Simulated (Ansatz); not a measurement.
`[SH][Al]([SH])[Cl]` + H–F → `[F][Al]([SH])[SH]` + HCl  (ligand exchange at the Al–Cl bond)

Gas-phase electronic energies from Ansatz, PBE0-D4/def2-TZVP geometries. CCSD(T)/CBS is the MP2 limit (def2-TZVPP, def2-QZVPP) plus CCSD(T) − MP2 in def2-TZVPP, frozen cores. This one scheme is used for every species. DFT in def2-TZVPP. One conformer a species, not always the lowest.

| species | LC-ωPBE energy (Eh) |
| --- | --- |
| `[SH][Al]([SH])[Cl]` | -1499.99404 |
| H–F | -100.44042 |
| `[F][Al]([SH])[SH]` | -1139.74610 |
| HCl | -460.69673 |

(1) Work out ΔE.

Largest T1 diagnostic among the species: 0.012.

Answers

(1) ΔE = (-1139.74610) + (-460.69673) − (-1499.99404) − (-100.44042) = -0.00837 Eh = -0.23 eV. CCSD(T)/CBS gives -0.17 eV.

In def2-TZVPP, CCSD(T) changes the Hartree–Fock value by +0.03 eV (the triples alone add +0.02 eV) and MP2 by +0.08 eV. The D4 term adds +0.06 eV with B3LYP and +0.03 eV with PBE0; it sums over pairs of atoms, weighted by their polarisabilities, and B3LYP, whose exchange is more repulsive, gets the larger term.

B3LYP here is the variant with VWN-RPA as its local correlation; programs differ in this.
